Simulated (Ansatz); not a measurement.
Consider the ligand exchange at a Ga–Br bond: `[Br][Ga]([Br])[Br]` + NH₃ → `[NH2][Ga]([Br])[Br]` + HBr.

Calculated with Ansatz (gas phase, PBE0-D4/def2-TZVP geometries, no zero-point term in ΔE). CBS: MP2 limit from def2 TZ/QZ plus the TZ coupled-cluster correction, frozen cores. This one scheme is used for every species. For Br, Ga outer-core shells are correlated without core-valence functions, which leaves a few kJ/mol of doubt a bond. Scalar relativity is left out up to krypton. One conformer a species, not always the lowest.

| species | HF/def2-QZVPP energy (Eh) |
| --- | --- |
| `[Br][Ga]([Br])[Br]` | -9640.87832 |
| NH₃ | -56.22439 |
| `[NH2][Ga]([Br])[Br]` | -7124.01902 |
| HBr | -2573.05135 |

Work out ΔE.

ΔE = (-7124.01902) + (-2573.05135) − (-9640.87832) − (-56.22439) = 0.03234 Eh = +84.9 kJ/mol. CCSD(T)/CBS gives +75.0 kJ/mol.

What do rigid-rotor, harmonic-oscillator terms from PBE0-D4/def2-TZVP frequencies (298.15 K, 1 bar) make of the CCSD(T)/CBS value? (An estimate is asked.)

The calculation gave: ΔZPE = -11.0 kJ/mol, ΔH = +64.6 kJ/mol, ΔS = 19 J/(mol·K), ΔG = +58.8 kJ/mol. Modes under 50 cm⁻¹ make the entropy rough.

Largest T1 diagnostic among the species: 0.010.

At CCSD(T), def2-SVP lies −5.3 kJ/mol from the extrapolated value and def2-TZVPP −0.0 kJ/mol. From BLYP to BHLYP (50 % exact exchange), in def2-TZVPP and without D4, ΔE moves by +3.6 kJ/mol. Leaving LDA and LC-ωPBE aside and taking each functional with its dispersion term where it has one, the values, not all of them listed here, spread over 11.7 kJ/mol, from CAM-B3LYP-D4 to BHLYP-D4. LDA lies −11.3 kJ/mol from PBE without D4.
